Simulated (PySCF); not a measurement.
C2H12OSi3, SMILES CO[Si@@H]([SiH3])C[SiH3]. Atoms are numbered in the order given.

```xyz
18

C     -1.8169    -2.3892     0.9022
O     -1.7042    -1.0058     0.6625
Si    -0.5060    -0.3068    -0.2774
Si    -1.0330     1.9785    -0.3501
C      1.2055    -0.6093     0.4567
Si     2.6244     0.3318    -0.3588
H     -2.7459    -2.5782     1.4627
H     -0.9719    -2.7757     1.5032
H     -1.8603    -2.9706    -0.0389
H     -0.5314    -0.9109    -1.6495
H     -2.4590     2.1797    -0.7409
H     -0.8033     2.6015     0.9881
H     -0.1629     2.6731    -1.3463
H      1.4296    -1.6899     0.4080
H      1.1775    -0.3321     1.5254
H      2.6437     0.0782    -1.8297
H      2.4525     1.7976    -0.1389
H      3.9391    -0.0846     0.2117
```

The structure is a stationary point at B3LYP-D3(BJ)/def2-SVP. The structure was generated by enumeration; whether it is a known compound was not checked. One conformer was computed; it need not be the lowest.

Two levels are set side by side: PBE/pcSseg-1 (PySCF) and HF/pcSseg-1 (PySCF). GIAO shifts against H2O (¹⁷O), TMS (²⁹Si), TMS (¹H), TMS (¹³C) at the same level; non-relativistic, no solvent, atoms listed together averaged. Differences are taken from unrounded values.

| quantity | HF | PBE | PBE minus HF |
|---|---|---|---|
| δ(¹³C) of C1 (ppm) | 51.2 | 58.6 | 7.4 |
| δ(¹⁷O) of O2 (ppm) | -15.3 | 30.5 | 45.8 |
| δ(²⁹Si) of Si3 (ppm) | -0.5 | 7.7 | 8.2 |
| δ(²⁹Si) of Si4 (ppm) | -94.2 | -114.0 | -19.9 |
| δ(¹³C) of C5 (ppm) | -7.4 | -3.2 | 4.2 |
| δ(²⁹Si) of Si6 (ppm) | -64.3 | -77.8 | -13.5 |
| δ(¹H) of H10 (ppm) | 4.79 | 5.74 | 0.95 |

Rough cost on one machine, each run with all the roots and properties that it gave: HF against PBE within a factor of 2.
